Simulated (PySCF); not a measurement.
C5H5F2NO2.
Geometry (PBE0-D3(BJ)/def2-SVP, Å), atoms numbered from 1 in this order:
```xyz
15
C5H5F2NO2 angstrom
N      3.373   -0.184   -0.015
C      2.279   -0.203   -0.388
C      0.897   -0.206   -0.887
C      0.193    1.111   -0.559
O     -0.065    1.130    0.821
C     -0.936    0.151    1.240
F     -2.194    0.651    1.376
C     -0.999   -1.039    0.266
F     -1.922   -0.774   -0.710
O      0.225   -1.309   -0.295
H      0.931   -0.353   -1.981
H     -0.736    1.194   -1.145
H      0.844    1.963   -0.792
H     -0.593   -0.189    2.231
H     -1.315   -1.954    0.788
```

Computed, not measured: PySCF 2.14.0, density-fitted response routines, TDDFT B3LYP/def2-SVPD, vertical, gas phase, core orbitals frozen in the response.

Ground-to-excited transition dipoles (e·a0, same axes as the geometry; the sign carries no meaning), for the states with f of 0.002 or more among the lowest 6:

```json
{"state": "S1", "E (eV)": "7.170", "μx": "0.174", "μy": "-0.008", "μz": "-0.068"}
{"state": "S2", "E (eV)": "7.552", "μx": "-0.048", "μy": "0.111", "μz": "-0.191"}
{"state": "S4", "E (eV)": "7.740", "μx": "-0.262", "μy": "0.084", "μz": "-0.022"}
{"state": "S5", "E (eV)": "7.863", "μx": "0.143", "μy": "-0.095", "μz": "0.118"}
{"state": "S6", "E (eV)": "7.935", "μx": "0.129", "μy": "-0.028", "μz": "-0.117"}
```

(1) Work out the oscillator strengths.

(2) Which bond between heavy atoms lies closest to the direction of the S4 transition dipole?

(3) How is the summed strength of these states shared among x, y and z?

(4) What peak molar absorption coefficient would the strongest computed level give as a lone Gaussian band 0.5 eV wide at half height?

## Answers

(1) f = (2/3) ΔE |μ|² with ΔE in hartree (27.2114 eV).

```tsv
state	|μ|² (au)	|μ| (D)	f
S1	0.035	0.48	0.006
S2	0.051	0.57	0.009
S4	0.076	0.70	0.014
S5	0.043	0.53	0.008
S6	0.031	0.45	0.006
```

(2) C6–F7, at 11° from it; next C2–C3 and N1–C2 at 23°.

(3) (2/3) Σ ΔE μα² gives 0.026 for x, 0.006 for y and 0.013 for z, 0.044 in all.

(4) ε(max) = 2.175×10⁸ f / FWHM, with the width in cm⁻¹. S4: 2.175×10⁸ × 0.0144 / 4033 ≈ 780 L mol⁻¹ cm⁻¹.

One conformer stands for the species.
